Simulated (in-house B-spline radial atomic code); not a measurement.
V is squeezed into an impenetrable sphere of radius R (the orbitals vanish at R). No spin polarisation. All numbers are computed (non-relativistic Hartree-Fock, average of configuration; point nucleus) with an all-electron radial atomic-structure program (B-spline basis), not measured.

Energies in eV above the free atom in [Ar] 3d3 4s2:

```csv
R (bohr),highest level (eV),[Ar] 3d3 4s2,[Ar] 3d3 4s1 4d1,[Ar] 3d4 4s1,-dE/dV in [Ar] 3d3 4s2 (GPa)
9.01,-6.2,0.09467,6.635,1.342,0.102
5.91,-4.76,2.021,13.23,2.783,4.92
5.48,-4.07,3.101,15.71,3.557,8.93
4.05,2.07,14.17,34.6,11.37,85.2
3.76,5.01,19.9,42.77,15.39,145
3.16,16,42.77,71.76,31.42,502
2.48,48.8,119.3,155.6,86.34,2810
2.27,69.4,172.3,209.8,125.4,5240
1.69,201,566.1,592.2,429.1,39400
1.46,322,989.9,993.5,767.2,102000
```

(1) Does [Ar] 3d3 4s1 4d1 fall below [Ar] 3d3 4s2 under compression?

(2) Does [Ar] 3d4 4s1 fall below [Ar] 3d3 4s2 under compression?

The highest level is first positive in the row R = 4.05 bohr, pushed up by confinement above the zero of the free ion's potential. Each configuration is held fixed and needn't be the lowest in the sphere.

## Answers

(1) No, it stays above over the whole range.

(2) Yes, between R = 5.48 and 4.05 bohr the order changes (near 5.28 bohr by linear interpolation).
